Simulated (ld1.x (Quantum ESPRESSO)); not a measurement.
**Bi (Z = 83): one change to a TM potential, before and after**

```json
{
  "Element": "Bi",
  "Generator": "ld1.x (Quantum ESPRESSO) 7.5",
  "Type": "norm-conserving Troullier–Martins (Kleinman–Bylander form)",
  "Functional": "PBEsol",
  "Relativity": "scalar-relativistic",
  "Frozen core": "[Xe] 4f14 5d10",
  "Valence charge": "5",
  "Reference configuration": "6s2 6p2 (charge +1)",
  "Partial waves": "6s (bound): rc 1.85 bohr; 6p (bound): rc 1.90 bohr; 6d channel at 0.1 Ry: rc 1.55 bohr",
  "Local potential": "all-electron potential smoothed inside 1.20 bohr (lloc = -1)",
  "Core correction": "a·sin(br)/r model core inside 1.40 bohr"
}
```

All-electron outer shells of the reference configuration (PBEsol, scalar-relativistic, ld1.x):

| shell | level (eV) | outermost node (bohr) | outermost maximum (bohr) |
| --- | --- | --- | --- |
| 6s | -22.19 | 0.98 | 1.86 |
| 6p | -11.48 | 1.14 | 2.35 |

Change: local potential the p channel.

Cutoffs: the cutoffs (Ry, on a coarse ladder) from which the occupation-weighted sum of valence levels, in a spherical-Bessel basis at the reference potential, stays within 10 and 1 mRy of its value at 400 Ry; they do not see the model core or the augmentation charge, which bear on the density cutoff. Errors are all-electron minus pseudo energies relative to the spin-unpolarised reference configuration.

Task: Predict the effect on cutoff, ghosts and configuration errors.

Result: The potential gets neither clearly harder nor softer (30 Ry and 55 Ry → 30 Ry and 55 Ry); the bound ghosts move from d, p, s to d, s; of the 7 tests that both files solve, the error grows in 1 and shrinks in 0 by more than 15 % and 0.3 meV (median size 32.1 → 35.0 meV); the range in which the s phases agree widens (upper end 0.7 → at the end of the scan). In the separable form a ghost depends on how the local part lies against the semilocal potential of the channel, so the choice of the local part can create or remove one.

```tsv
quantity	base	changed
cutoff, loose	30 Ry	30 Ry
cutoff, tight	55 Ry	55 Ry
loose cutoff by channel (10 mRy a level)	s 18 Ry, p 25 Ry	s 21 Ry, p 25 Ry
bound ghosts	s, p, d	d, s
error for 6s2 6p3, meV [ΔE -7.95 eV]	-3.8	-3.8
error for 6s2 6p1, meV [ΔE 15.29 eV]	-32	-35
error for 6s2 6p0, meV [ΔE 38.65 eV]	-174	-201
error for 6s2 6p3.3, meV [ΔE -9.05 eV]	-5.5	-5.2
error for 6s0 6p5, meV [ΔE 12.63 eV]	-68	-65
error for 6s1 6p3, meV [ΔE 10.86 eV]	-28	-28
error for 6s1 6p0, meV [ΔE 84.13 eV]	-721	-787
s: phases at 2.04 bohr within 0.05 rad from the reference energy up to (Ry; the scan ends near 5)	0.7	to the end of the scan
p: phases at 2.04 bohr within 0.05 rad from the reference energy up to (Ry; the scan ends near 5)	0.4	0.0
d: phases at 2.04 bohr within 0.05 rad from the reference energy up to (Ry; the scan ends near 5)	0.7	0.7
```

 A true bound ghost makes a file unfit for plane-wave use even where its test errors are small: the radial tests pick states by their node count and pass the ghost by.
